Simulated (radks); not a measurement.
The numbers below are computed, except where a source is named.
Ce I, configuration [Xe] 4f1 5d1 6s2. Code: a radial shooting solver on a logarithmic mesh with Libxc functionals. Model: Dirac Kohn-Sham, PBE, spin-unpolarised, spherical densities, point nucleus; open shells fill j = l - 1/2 first. Some entries of the table are withheld. Estimate them.

| orbital | occ. | eigenvalue (hartree) | <r^2> (bohr^2) |
|---|---|---|---|
| 1s1/2 | 2 | -1478.641 | 0.0008207 |
| 2s1/2 | 2 | -236.6464 | 0.01300 |
| 2p1/2 | 2 | -223.4153 | 0.009534 |
| 2p3/2 | 4 | -207.0029 | 0.01080 |
| 3s1/2 | 2 | -50.95431 | 0.08862 |
| 3p1/2 | 2 | -45.35443 | 0.08352 |
| 3p3/2 | 4 | -42.12908 | 0.09106 |
| 3d3/2 | 4 | -32.34431 | 0.07457 |
| 3d5/2 | 6 | -31.65177 | 0.07671 |
| 4s1/2 | 2 | -10.30749 | 0.4583 |
| 4p1/2 | 2 | -8.22801 | 0.4897 |
| 4p3/2 | 4 | -7.53542 | 0.5309 |
| 4d3/2 | 4 | -4.12298 | (1) |
| 4d5/2 | 6 | -4.00165 | (2) |
| 5s1/2 | 2 | -1.48713 | 2.591 |
| 5p1/2 | 2 | -0.92107 | 3.293 |
| 5p3/2 | 4 | -0.82031 | 3.622 |
| 4f5/2 | 1 | (3) | 1.612 |
| 4f7/2 | 0 | (4) | 1.654 |
| 6s1/2 | 2 | -0.13701 | (5) |
| 5d3/2 | 1 | -0.11554 | 10.32 |
| 5d5/2 | 0 | -0.10817 | 10.85 |

Answer. 
(1) 4d3/2 <r^2> (bohr^2): 0.6331
(2) 4d5/2 <r^2> (bohr^2): 0.6497
(3) 4f5/2 eigenvalue (hartree): -0.20110
(4) 4f7/2 eigenvalue (hartree): -0.18893
(5) 6s1/2 <r^2> (bohr^2): 21.48
